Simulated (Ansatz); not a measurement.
Process, species as SMILES: NB(Cl)Cl + H+ → [NH3+]B(Cl)Cl
Structures are relaxed separately at B3LYP-D3(BJ)/def2-TZVP in Ansatz (a program for electronic structure), one conformer each, not searched for the lowest.

Wanted: proton affinity (electronic energy difference), positive where the reaction releases energy, in kcal/mol. Valence correlation only, unless marked. Spin-orbit coupling is left out. Non-relativistic. CBS(X,Y): correlation extrapolated as X^-3; Hartree-Fock from the larger set (for Q and 5 zeta extrapolated as (X+1)exp(-9√X)).

| level | program | proton affinity (kcal/mol) |
|---|---|---|
| HF/cc-pV(5+d)Z | Ansatz | 191.1 |
| r2SCAN/def2-TZVPD | Ansatz | 190.1 |
| B2GP-PLYP-D4/def2-TZVPD | Ansatz + dftd4 | 188.5 |
| B2PLYP-D3(BJ)/def2-TZVPD | Ansatz + dftd3 | 189.0 |

Q: What does CCSD(T)/CBS(cc-pV(Q+d)Z,cc-pV(5+d)Z) (Ansatz) give?

A: 189.3 kcal/mol
